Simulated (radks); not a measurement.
Ru III, 42 electrons, occupied as [Kr] 4d6.

Calculated with a radial shooting solver on a logarithmic mesh with Libxc functionals: non-relativistic Kohn-Sham, LDA (Slater exchange, Perdew-Wang correlation), spin-unpolarised, spherical densities, point nucleus; relativity is left out, which matters for an element this heavy.

Energy parts (hartree):
total: -4438.01433
kinetic: 4435.12638
electron-nucleus: -10540.19295
Hartree: 1792.94060
exchange-correlation: -125.88837

Orbitals (lengths in bohr, moments of r in powers of bohr; <r^-3> diverges for s and p1/2):
orbital,occ.,eigenvalue (hartree),<r^-3>,<1/r>
1s,2,-783.6692,-,43.44
2s,2,-111.2873,-,9.828
2p,6,-103.0848,2679,9.832
3s,2,-20.11640,-,3.443
3p,6,-16.89495,453.5,3.358
3d,10,-10.94564,68.77,3.193
4s,2,-3.36765,-,1.308
4p,6,-2.40206,71.14,1.193
4d,6,-0.90758,6.198,0.8818

The highest occupied level is 4d at -24.697 eV. The electron density at the nucleus is 5.939e+04 e/bohr^3.
